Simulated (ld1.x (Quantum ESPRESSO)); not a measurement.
**Configuration tests for thulium (Tm) (TM)**

```
Element                 : Tm
Generator               : ld1.x (Quantum ESPRESSO) 7.5
Type                    : norm-conserving Troullier–Martins (Kleinman–Bylander form)
Functional              : revPBE
Relativity              : scalar-relativistic
Frozen core             : [Kr] 4d10
Valence charge          : 23
Reference configuration : 4f13 5s2 5p6 5d0 6s1 6p1
Partial waves           : 5s (bound): rc 1.60 bohr; 5p (bound): rc 1.70 bohr; 4f (bound): rc 0.90 bohr; 5d (bound, empty): rc 2.20 bohr
Local potential         : the d channel
Core correction         : none
```

Occupied shells without a wave of their own: 6p, 6s. They enter only through the test configuration that unscreens the potential.

Energies are relative to the spin-unpolarised reference configuration 4f13 5s2 5p6 5d0 6s1 6p1; without spin polarisation the order of configurations can differ from experiment.

Question: Give the all-electron excitation energy and the error of the potential for: 4f13 5s2 5p6 5d0 6s2 6p0; 4f13 5s2 5p6 5d0 6s1 6p0; 4f13 5s2 5p6 5d0 6s0 6p0; 4f13 5s2 5p6 5d0.5 6s1.5 6p0; 4f13 5s2 5p5 5d0 6s2 6p0; 4f13 5s2 5p6 5d0 6s1.5 6p0; 4f14 5s2 5p6 5d0 6s0 6p0.

Answer:

```tsv
valence configuration	charge	ΔE all-electron (eV)	error AE − PS (meV)
4f13 5s2 5p6 5d0 6s2 6p0	0	-2.806	-473
4f13 5s2 5p6 5d0 6s1 6p0	+1	3.562	-411
4f13 5s2 5p6 5d0 6s0 6p0	+2	15.530	-149
4f13 5s2 5p6 5d0.5 6s1.5 6p0	0	-1.265	-312
4f13 5s2 5p5 5d0 6s2 6p0	+1	29.571	-1229
4f13 5s2 5p6 5d0 6s1.5 6p0	+0.5	-0.274	-461
4f14 5s2 5p6 5d0 6s0 6p0	+1	5.465	+16
```

The 6p, 6s levels have no wave, so the channel is fitted at the deeper level alone: the likely source of the large errors.

Note: ghost state, extra bound levels that the all-electron valence spectrum of the same l lacks: s at -1865.6 eV. A true bound ghost makes a file unfit for plane-wave use. The potential misses its own reference levels by up to 0.3 eV.
